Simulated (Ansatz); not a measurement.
`[CH3][Ge]([NH2])([F])[SH]` at its PBE0-D4/def2-TZVP geometry, where that method's forces vanish. Total charge 0; spin multiplicity 1.

```xyz
11

C    -0.4586    1.0157    0.9858
Ge    0.4072   -0.1015   -0.3413
N    -0.5482   -0.8459   -1.6918
F     1.4817    0.9810   -1.1841
S     1.5165   -1.7838    0.5566
H     0.2875    1.4329    1.6629
H    -0.9742    1.8344    0.4820
H    -1.1802    0.4317    1.5578
H    -0.9782   -0.2030   -2.3400
H    -1.1897   -1.5817   -1.4382
H     1.6363   -1.1799    1.7502
```

What forces (eV/Å) does ωB97M-V/def2-TZVPP give on these atoms in the Gaussian-basis code of Ansatz? (Estimate.)

Computed: 
```
C1  -0.005  0.001 -0.012
Ge2 -0.029 -0.021  0.126
N3  -0.039  0.003 -0.014
F4   0.053  0.044 -0.035
S5  -0.002  0.061  0.062
H6  -0.056 -0.033 -0.048
H7   0.035 -0.059  0.044
H8   0.049  0.048 -0.035
H9  -0.002 -0.029  0.011
H10  0.007  0.017 -0.023
H11 -0.011 -0.033 -0.077
```
